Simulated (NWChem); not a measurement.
# CdSi$_{2}$H$_{6}$; SMILES [SiH3][Cd][SiH3]

Results from NWChem. Structure relaxed at the PBE0/def2-SVP level. def2 effective core potentials on Cd; no spin-orbit coupling. Ions are spin-unrestricted doublets at the neutral geometry; other ion states weren't tried.

For level PBE/def2-SVP:

- −ε(HOMO) (eV): 5.78

### Question
Estimate the same quantities for level r2SCAN/def2-SVP.

### Answer
- −ε(HOMO) (eV): 6.01
